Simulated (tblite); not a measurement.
Species: C6H11O2 (doublet state).
Atom-mapped SMILES: `[CH2:1]=[C:2]([CH3:3])[C@H:4]([O:5])[O:6][CH2:7][CH3:8]` (hydrogens: H9, H10 on C1; H11, H12, H13 on C3; H14 on C4; H15, H16 on C7; H17, H18, H19 on C8)

A start from a force field or distance geometry was refined with GFN2-xTB geometry optimisation, gas phase (tblite). Values at the start:

| coordinate | start |
| --- | --- |
| C1=C2 | 1.334 Å |
| C1–H9 | 1.082 Å |
| C1–H10 | 1.095 Å |
| C2–C3 | 1.515 Å |
| C2–C4 | 1.532 Å |
| C3–H11 | 1.106 Å |
| C4–O5 | 1.306 Å |
| C4–O6 | 1.444 Å |
| C4–H14 | 1.094 Å |
| O6–C7 | 1.431 Å |
| C7–C8 | 1.524 Å |
| C7–H15 | 1.103 Å |
| C7–H16 | 1.080 Å |
| C8–H17 | 1.096 Å |
| C1–C2–C3 | 121.1° |
| C1–C2–C4 | 121.3° |
| C2–C4–O5 | 107.0° |
| C2–C4–O6 | 106.3° |
| C3–C2–C4 | 117.5° |
| C4–O6–C7 | 112.1° |
| O5–C4–O6 | 109.4° |
| O6–C7–C8 | 108.2° |

Task: How do these coordinates change at the GFN2-xTB level?

Result: 
```tsv
coordinate	GFN2-xTB (Å or °)	change
C2–C4	1.582	+0.050
C4–O5	1.275	-0.031
C2–C3	1.488	-0.027
C4–H14	1.120	+0.026
C4–O6	1.419	-0.025
O6–C7	1.410	-0.021
C7–H16	1.100	+0.020
C3–H11	1.087	-0.019
C1=C2	1.316	-0.018
C1–H10	1.079	-0.016
C8–H17	1.086	-0.010
C1–H9	1.075	-0.007
C7–C8	1.517	-0.007
C7–H15	1.100	-0.003
O5–C4–O6	117.8	+8.4
C3–C2–C4	112.2	-5.3
C1–C2–C3	126.2	+5.1
C2–C4–O5	111.3	+4.3
C4–O6–C7	114.9	+2.8
O6–C7–C8	109.1	+0.9
C2–C4–O6	106.5	+0.2
C1–C2–C4	121.5	+0.2
```

The energy falls by 51.4 kJ/mol over 164 L-BFGS steps, the largest force on an atom goes from 2.46 to 0.010 eV/Å, and the atoms move by 0.830 Å rms after alignment. The bond that changes most is C2–C4 (ends: carbon bonded to 3 C; carbon bonded to C, 2 O and H), which lengthens by 0.050 Å. Bonds longer at the end by more than 0.005 Å: 3 of 18; shorter: 11. Among the dihedrals that turn most is O5–C4–O6–C7, from 82° to -4°. Rotational constants go from 3696, 1120, 1056 to 3690, 1203, 1120 MHz.

Its GFN2-xTB frequencies are all real (lowest 32 cm⁻¹).

One conformer stands for the species.

These are computed values.
